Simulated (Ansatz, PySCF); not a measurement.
Gas-phase reaction (SMILES): ClB(Cl)Cl [trichloroborane] + N (NH3) → NB(Cl)Cl + Cl (HCl); ammonia cleaves one B-Cl bond, a model of a ligand-exchange step.

Geometries: B3LYP-D3(BJ)/def2-TZVP minima from Ansatz (a quantum-chemistry and plane-wave program), one conformer each, not searched for the lowest. Valence correlation only, unless marked. No spin-orbit coupling. No relativistic terms. CBS marks a two-point X^-3 extrapolation of the correlation energy; Hartree-Fock from the larger set. Thermal terms are rigid-rotor harmonic-oscillator values from B3LYP-D3(BJ) frequencies (PySCF) at 298.15 K and 1 atm. 1 Eh = 627.5095 kcal/mol.

```
species    E, CCSD(T)/CBS(cc-pV(T+d)Z,cc-pV(Q+d)Z) (Ansatz) (Eh)  E, wB97M-V/def2-TZVPD (Ansatz) (Eh)  H - E (Eh)  G - E (Eh)
---------  -----------------------------------------------------  -----------------------------------  ----------  ----------
ClB(Cl)Cl                                            -1404.23938                          -1405.55163     0.01290    -0.02001
N (NH3)                                                -56.50369                            -56.55014     0.03799     0.01614
NB(Cl)Cl                                             -1000.38439                          -1001.33071     0.03939     0.00600
Cl (HCl)                                              -460.37849                           -460.79070     0.01000    -0.01120
```

Question: Work out ΔE and ΔH, ΔG, ΔS and the equilibrium constant at 298.15 K at the first level, then ΔH at the second.

Answer: 
1. ΔE = [(-1000.38439) + (-460.37849)] - [(-1404.23938) + (-56.50369)] = -0.01981 Eh = -12.4 kcal/mol at CCSD(T)/CBS(cc-pV(T+d)Z,cc-pV(Q+d)Z).
2. The terms H - E add up to -0.00150 Eh, so ΔH = (-0.01981 + (-0.00150))×627.5095 = -13.4 kcal/mol.
3. The terms G - E add up to -0.00133 Eh, so ΔG = -13.3 kcal/mol, and ΔS = (-0.00150 - (-0.00133))×627509.5/298.15 = -0.4 cal/(mol K).
4. log10 K = -ΔG/(RT ln 10) = 9.7, with RT ln 10 = 1.3642 kcal/mol.
5. At wB97M-V/def2-TZVPD the same steps give ΔE = -12.3 and ΔH = -13.3 kcal/mol, a shift of +0.1 from the first level.
6. These values are not checked against measurement here, since the tables used lack a sound gas-phase enthalpy of formation for at least one species.
